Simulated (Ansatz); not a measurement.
C₈H₇N, SMILES `c1ccc2[nH]ccc2c1`, relaxed with RKS PBE0-D4/def2-TZVP in Ansatz from a PBE-D4/def2-SVP geometry. The force threshold is 0.005 eV/Å; the program also tests the step.

Total charge 0; spin multiplicity 1.

Start:

```xyz
16

C     1.192   -1.481   -1.145
C     0.059   -2.131   -0.596
C    -0.873   -1.431    0.179
C    -0.642   -0.061    0.391
N    -1.371    0.873    1.099
C    -0.745    2.105    1.024
C     0.406    1.992    0.265
C     0.499    0.618   -0.154
C     1.420   -0.119   -0.932
H     1.904   -2.064   -1.749
H    -0.092   -3.205   -0.781
H    -1.753   -1.937    0.605
H    -2.238    0.685    1.600
H    -1.174    2.980    1.526
H     1.106    2.801    0.033
H     2.303    0.376   -1.364
```

| step | energy (eV) | largest force (eV/Å) | largest move (Å) |
| --- | --- | --- | --- |
| 1 | -9892.2154 | 0.531 | 0.000 |
| 2 | -9892.3109 | 0.171 | 0.033 |
| 3 | -9892.3181 | 0.029 | 0.012 |
| 4 | -9892.3181 | 0.011 | 0.000 |
| 5 | -9892.3181 | 0.001 | 0.001 |

End:

```xyz
16

C     1.179   -1.464   -1.132
C     0.058   -2.106   -0.589
C    -0.862   -1.417    0.176
C    -0.633   -0.061    0.385
N    -1.357    0.864    1.088
C    -0.734    2.082    1.012
C     0.399    1.971    0.263
C     0.491    0.608   -0.152
C     1.403   -0.120   -0.922
H     1.880   -2.038   -1.727
H    -0.090   -3.164   -0.772
H    -1.728   -1.916    0.595
H    -2.211    0.680    1.581
H    -1.155    2.945    1.505
H     1.087    2.770    0.036
H     2.273    0.367   -1.347
```

Run time 19 s (2 threads of an AMD EPYC 7R13 on a shared host and a share of an NVIDIA H100 80 GB); peak host memory 0.94 GiB.
